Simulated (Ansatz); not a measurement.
Species: AsF$_{2}$, net charge 0, doublet state. It need not be the lowest isomer of its formula. 
Structure (B3LYP-D3(BJ)/def2-TZVP (Ansatz, a quantum-chemistry and plane-wave program) minimum search):
```
As
F 1 1.7444
F 1 1.7444 2 96.75
```
Charge 0, spin multiplicity 2.

Basis-set convergence of Hartree-Fock and MP2 correlation energies (hartree) with Ansatz. Correlated levels leave the core frozen unless marked. UHF or UKS for open shells. No spin-orbit coupling. Frozen are the shells of the preceding noble gas and the d and f shells that filled before the atom's block. Non-relativistic.

```
basis        functions        E(HF)  E(corr, MP2)
-----------  ---------  -----------  ------------
aug-cc-pVDZ         82  -2433.10465      -0.50919
aug-cc-pVTZ        151          [?]           [?]
```

What belongs in the gaps?


- aug-cc-pVTZ, E(HF): -2433.23404
- aug-cc-pVTZ, E(corr, MP2): -0.63702
